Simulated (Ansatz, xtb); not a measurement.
HOPTe: which of two isomers lies lower

Structure X is `OP=[Te]`, a singlet and structure Y is `O=P[TeH]`, a singlet. Both are isolated molecules in the gas phase, relaxed with PBE-D3(BJ)/def2-SVP; the shapes shown needn't be the lowest conformers.

X (Å):

```xyz
4

O    -1.1285    3.9997    1.1238
P    -0.8897    2.3615    1.4034
Te   -0.7931    2.0833    3.6909
H    -1.1714    4.1313    0.1516
```

Y (Å):

```xyz
4

O    -2.2190    4.9740    1.9133
P    -1.7537    3.5918    2.3074
Te   -0.0148    2.7682    0.6256
H     0.0852    1.3490    1.5260
```

Estimate which is lower in electronic energy at CCSD(T)/def2-TZVPP, and by roughly how much.

The CCSD(T)/def2-TZVPP calculation puts structure X lower, by 7.4 kcal/mol.

Level by level:

```
              level             geometry  E(Y) − E(X) (kcal/mol)  departure from the last row (kcal/mol)  job, with rough time for the two
           GFN2-xTB             GFN2-xTB                      −8.6                                   −16.0              optimisation, 0.13 s
          HF/STO-3G             GFN2-xTB                     +12.7                                    +5.3              single point, 0.82 s
 r2SCAN-D4/def2-SVP             GFN2-xTB                      +8.7                                    +1.3               single point, 3.3 s
PBE-D3(BJ)/def2-SVP  PBE-D3(BJ)/def2-SVP                      +6.0                                    −1.4                optimisation, 18 s
      HF/def2-TZVPP  PBE-D3(BJ)/def2-SVP                      +7.7                                    +0.3           part of the CCSD(T) run
     MP2/def2-TZVPP  PBE-D3(BJ)/def2-SVP                      +8.6                                    +1.2           part of the CCSD(T) run
 CCSD(T)/def2-TZVPP  PBE-D3(BJ)/def2-SVP                      +7.4                                                        single point, 98 s
```

As drawn, Y has 1 O=P, 1 P–Te, 1 Te–H in place of 1 O–P, 1 P=Te, 1 O–H.

GFN2-xTB puts the two in the other order. The largest departure from CCSD(T)/def2-TZVPP is that of GFN2-xTB, 16.0 kcal/mol.

With harmonic frequencies from PBE-D3(BJ)/def2-SVP (ideal gas, rigid rotor, one conformer each, 298.15 K, 1 atm): the zero-point term adds −2.7 kcal/mol; ΔH is +5.0 and ΔG +4.4 kcal/mol.

The T1 diagnostic of structure Y is large, so the coupled-cluster value is less sure. The correlated steps freeze 10 core orbitals; the filled d shell of Te is correlated, in a basis made for valence electrons. Atoms past krypton carry core potentials in the def2 sets, other sets are all-electron and non-relativistic, and no spin–orbit term is included. Run with Ansatz 0.2.0, xtb 6.7.1; the last row on 1 thread of Arm Neoverse V1 on a shared host.
